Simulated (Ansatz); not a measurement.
These are Ansatz (an electronic-structure program) with frozen-core CCSD(T)/cc-pVTZ // PBE0-D3(BJ)/def2-TZVP values and carry that method's errors.

Ansatz 0.2 input:
```yaml
crystal:
  periodic: [false, false, false]
  atoms:
    - { symbol: C, position_ang: [-1.604159, -0.639008, 0.299396] }
    - { symbol: C, position_ang: [-0.90418, 0.572849, -0.212276] }
    - { symbol: C, position_ang: [0.419077, 0.714278, -0.301747] }
    - { symbol: O, position_ang: [1.023293, 1.845986, -0.778374] }
    - { symbol: Si, position_ang: [1.661996, -0.606734, 0.20795] }
    - { symbol: H, position_ang: [-0.904172, -1.421254, 0.60207] }
    - { symbol: H, position_ang: [-2.226486, -0.402763, 1.168354] }
    - { symbol: H, position_ang: [-2.265513, -1.067808, -0.460163] }
    - { symbol: H, position_ang: [-1.539196, 1.400911, -0.53521] }
    - { symbol: H, position_ang: [0.343947, 2.485333, -1.023171] }
    - { symbol: H, position_ang: [3.028848, -0.087543, -0.03677] }
    - { symbol: H, position_ang: [1.456632, -1.851739, -0.578368] }
    - { symbol: H, position_ang: [1.509915, -0.942509, 1.648308] }
basis:
  gaussian: { orbitals: cc-pVTZ }
correlation:
  method: ccsd_t
```

Output:

```
Functional definition: HF
1521 factors; integrals over basis functions are off by at most 1.2e-3 eV
mean field evaluation 1: about -13114.8057 eV, gradient 3.7e1 eV
mean field evaluation 2: about -13115.1183 eV, gradient 3.7e1 eV
mean field evaluation 4: about -13118.7568 eV, gradient 4.2e0 eV
mean field evaluation 8: about -13118.8191 eV, gradient 2.9e-1 eV
mean field evaluation 16: about -13114.8052 eV, gradient 3.7e1 eV
mean field -13118.81945262 eV, -482.1077226284 hartree, gradient 2.6e-6 eV, S^2 0.000000; 0 other end points of the search recorded, 0 dependent functions left out
9 core orbitals not correlated
reference -13118.81945262 eV, -482.1077226284 hartree; 15, 15 occupied and 242, 242 virtual orbitals, 1521 factors
second order -23.65353980 eV of doubles, -0.00000000 eV of singles
cycle   1  -24.18588466 eV  change   -5.3e-1 eV  update   1.1e-1
cycle   2  -24.81648444 eV  change   -6.3e-1 eV  update   3.4e-2
cycle   3  -24.95610636 eV  change   -1.4e-1 eV  update   1.7e-2
cycle   4  -24.94721093 eV  change    8.9e-3 eV  update   4.4e-3
cycle   5  -24.94599471 eV  change    1.2e-3 eV  update   2.1e-3
cycle   6  -24.94675821 eV  change   -7.6e-4 eV  update   5.6e-4
cycle   7  -24.94646041 eV  change    3.0e-4 eV  update   2.6e-4
cycle   8  -24.94640560 eV  change    5.5e-5 eV  update   1.0e-4
cycle   9  -24.94642740 eV  change   -2.2e-5 eV  update   4.2e-5
cycle  10  -24.94641897 eV  change    8.4e-6 eV  update   1.6e-5
perturbative correction -1.03389294 eV, -0.0379948649 hartree
Total energy: -13144.79976453 eV, -483.0624814810 hartree
```

Cost: roughly 10 core-minutes.
